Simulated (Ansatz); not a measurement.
`[SiH3][C@H]1B[Si@@H]1Br` + `N=C(F)F` → `FC(F)=N[SiH3]` + `Br[SiH]1BC1` at 298.15 K and 1 bar (ligand exchange at the Si–C bond).

Isolated molecules relaxed with PBE0-D4/def2-TZVP in Ansatz; ΔE leaves out vibrations. CCSD(T)/CBS is the MP2 limit (def2-TZVPP, def2-QZVPP) plus CCSD(T) − MP2 in def2-TZVPP, frozen cores. For Br outer-core shells are correlated without core-valence functions, which leaves a few kJ/mol of doubt a bond. Scalar relativity is left out up to krypton. One conformer a species, not always the lowest.

```tsv
species	CCSD(T)/CBS energy (Eh)	H − E (kJ/mol)	S (J/(mol·K))
`[SiH3][C@H]1B[Si@@H]1Br`	-3217.91955	189.5	374.0
`N=C(F)F`	-292.91376	80.5	266.6
`FC(F)=N[SiH3]`	-583.21240	126.6	328.4
`Br[SiH]1BC1`	-2927.63016	142.3	322.3
```

H − E and S are ideal-gas, rigid-rotor, harmonic terms from PBE0-D4/def2-TZVP, for one conformer and one mirror image of each species. 1 Eh = 2625.50 kJ/mol, R = 8.31446 J/(mol·K).

Q: By hand: ΔE, ΔH, ΔS and ΔG.

A: ΔE = (-583.21240) + (-2927.63016) − (-3217.91955) − (-292.91376) = -0.00925 Eh = -24.3 kJ/mol. Δ(H − E) = 126.6 + 142.3 − 189.5 − 80.5 = -1.1, so ΔH = -25.4 kJ/mol. ΔS = 328.4 + 322.3 − 374.0 − 266.6 = 10.1 J/(mol·K). ΔG = -25.4 − 298.15 × (10.1)/1000 = -28.4 kJ/mol.

Q: By hand: the equilibrium constant, and the temperature at which ΔG would vanish if ΔH and ΔS stayed fixed.

A: log₁₀ K = −ΔG/(RT ln 10) = 5.0. ΔH and −TΔS have one sign here, so there is no such temperature.

The number of gas molecules stays the same, so ΔS is small and ΔH decides. A doubt of 5 kJ/mol in ΔE shifts log₁₀ K by 0.9 here. Other conformers and mirror images would add mixing entropy, several J/(mol·K) or more a flexible species. These are equilibria of isolated gas molecules and say nothing of rates. Largest T1 diagnostic: 0.013 (customary marks: 0.02 for closed shells, 0.045 for open ones).

ΔS is within the doubt of such terms, so its sign, and with it that verdict, could turn.
